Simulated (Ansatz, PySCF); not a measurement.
Si(CCH)(F)2(Me) (C3H4F2Si), SMILES C#C[Si](C)(F)F.

The structure is a stationary point at PBE0-D3(BJ)/def2-SVP.

Vertical ionisation energy (IE) and electron affinity (EA) in eV. Rows of orbital energies are one-electron estimates. Where ΔSCF, EOM or ADC give a negative EA the extra electron is unbound and the value depends on the basis.

| level | IE | EA |
|---|---|---|
| −ε(HOMO), −ε(LUMO), r2SCAN/def2-TZVP (PySCF) | ? | ? |
| −ε(HOMO), −ε(LUMO), PBE/def2-TZVP (PySCF) | 7.51 | 1.53 |
| ΔSCF, CAM-B3LYP/def2-SVPD (Ansatz), final states of multiplicity 2 and 2 | 11.31 | -1.37 |
| ΔSCF, PBE/def2-SVPD (Ansatz), final states of multiplicity 2 and 2 | 10.86 | -1.15 |

Task: Some entries are withheld; supply them. (An estimate is asked for; the answer gives what the named calculation found.)

Result: 
- −ε(HOMO), −ε(LUMO), r2SCAN/def2-TZVP (PySCF), IE: 7.77
- −ε(HOMO), −ε(LUMO), r2SCAN/def2-TZVP (PySCF), EA: 1.28

Task: What vertical singlet–triplet gap does ΔSCF give with CAM-B3LYP/def2-SVPD (Ansatz, an electronic-structure program) and with PBE/def2-SVPD (Ansatz)? (Estimate from the structure and the level; the computed values follow.)

Result: 5.11 and 5.14 eV (triplet above singlet where positive).
